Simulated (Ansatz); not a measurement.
Program: Ansatz. Geometries: PBE0-D4/def2-TZVP. ΔE: electronic, gas phase. CBS: MP2 limit from def2 TZ/QZ plus the TZ coupled-cluster correction, frozen cores. Functionals use def2-TZVPP. For Ga outer-core shells are correlated without core-valence functions, which leaves a few kJ/mol of doubt a bond. Scalar relativity is left out up to krypton. One conformer a species, not always the lowest.

`C[SiH2]S[SiH2][GaH2]` + `C[SiH](S)Cl` → `C[SiH2]S[SiH](C)Cl` + `S[SiH2][GaH2]`  (ligand exchange at the Si–S bond)

`C[SiH2]S[SiH2][GaH2]`:

Z-matrix (Å, degrees):
```
C
Si 1 1.876
H 1 1.094 2 111.1
H 1 1.098 2 111.5 3 -124.1
H 1 1.094 2 110.6 3 118.9
S 2 2.132 1 112.2 3 45.0
H 2 1.484 1 110.2 3 -72.0
H 2 1.487 1 108.8 3 168.2
Si 6 2.156 2 99.4 1 50.7
Ga 9 2.417 6 109.7 2 -57.8
H 9 1.489 6 104.2 2 -178.0
H 9 1.491 6 109.3 2 67.2
H 10 1.574 9 121.5 6 128.2
H 10 1.571 9 119.4 6 -53.1
```

`C[SiH](S)Cl`:

Cartesian coordinates in Å:
```
C -0.459 0.901 -0.624
Si 0.157 -0.768 -0.097
S 1.726 -0.648 1.334
Cl -1.452 -1.830 0.634
H 0.359 1.485 -1.051
H -0.869 1.447 0.229
H -1.248 0.794 -1.372
H 0.736 -1.551 -1.212
H 1.050 0.171 2.158
```

`C[SiH2]S[SiH](C)Cl`:

Z-matrix (Å, degrees):
```
C
Si 1 1.860
H 1 1.091 2 110.4
H 1 1.092 2 110.5 3 -120.0
H 1 1.094 2 110.2 3 120.1
S 2 2.152 1 111.4 3 62.5
H 2 1.485 1 111.0 3 179.3
H 2 1.487 1 111.2 3 -59.5
Si 6 2.123 2 100.6 1 -94.0
C 9 1.854 6 113.5 2 -70.4
Cl 9 2.069 6 111.2 2 51.4
H 9 1.481 6 105.3 2 166.9
H 10 1.093 9 110.1 6 -178.4
H 10 1.091 9 111.0 6 61.4
H 10 1.093 9 109.6 6 -58.7
```

`S[SiH2][GaH2]`:

Z-matrix (Å, degrees):
```
Si
Ga 1 2.400
S 1 2.165 2 100.7
H 1 1.486 2 115.4 3 110.2
H 1 1.490 2 117.4 3 -120.5
H 2 1.574 1 117.7 3 69.5
H 2 1.570 1 122.5 3 -102.5
H 3 1.344 1 95.0 2 -58.5
```

| level | ΔE (kJ/mol) | difference from CCSD(T)/CBS |
| --- | --- | --- |
| ωB97X-V | -0.4 | -2.5 |
| PBE | -1.8 | -3.9 |
| r2SCAN | 0.8 | -1.3 |
| PBE0 | -1.1 | -3.2 |
| HF/def2-TZVPP | -8.7 | -10.8 |
| MP2/def2-TZVPP | 2.3 | 0.2 |
| SCS-MP2/def2-TZVPP | 0.3 | -1.8 |
| HF/def2-QZVPP | -8.7 | -10.8 |
| MP2/def2-QZVPP | 2.1 | 0.0 |
| CCSD/CBS(def2) | 0.7 | -1.4 |
| CCSD(T)/CBS | 2.1 | 0 |

Largest T1 diagnostic among the species: 0.013.

In def2-TZVPP, CCSD(T) changes the Hartree–Fock value by +11.2 kJ/mol (the triples alone add +1.4 kJ/mol) and MP2 by +11.0 kJ/mol. The D4 term adds +4.1 kJ/mol with B3LYP and +1.9 kJ/mol with PBE0; it sums over pairs of atoms, weighted by their polarisabilities, and B3LYP, whose exchange is more repulsive, gets the larger term.

B3LYP here is the variant with VWN-RPA as its local correlation; programs differ in this.
